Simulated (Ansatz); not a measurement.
Z-matrix (Å, degrees):
```
Si
F 1 1.579
Cl 1 2.020 2 107.9
I 1 2.401 2 108.6 3 -120.7
Cl 1 2.020 2 107.9 3 118.7
```

Charge 0, multiplicity 1. I: def2 effective core potential.

(1) List the CAM-B3LYP/def2-TZVPP orbital energies in eV (the Gaussian-basis code of Ansatz). (Estimate.)

Results:

(1) The calculation gave: Occupied: -2765.17, -2765.17, -1804.83, -674.40, -259.96, -259.96, -199.01, -199.01, -198.87, -198.87, -198.87, -198.87, -188.81, -149.03, -135.05, -134.82, -134.81, -104.38, -104.38, -104.37, -54.71, -54.62, -54.62, -54.41, -54.41, -35.62, -26.05, -25.33, -22.00, -17.69, -15.35, -15.33, -15.09, -13.29, -12.69, -12.03, -11.55, -11.18, -11.12, -9.64, -9.57. Lowest empty: -0.18, 1.36, 1.79, 2.12, 3.73, 4.20, 4.66, 4.81.
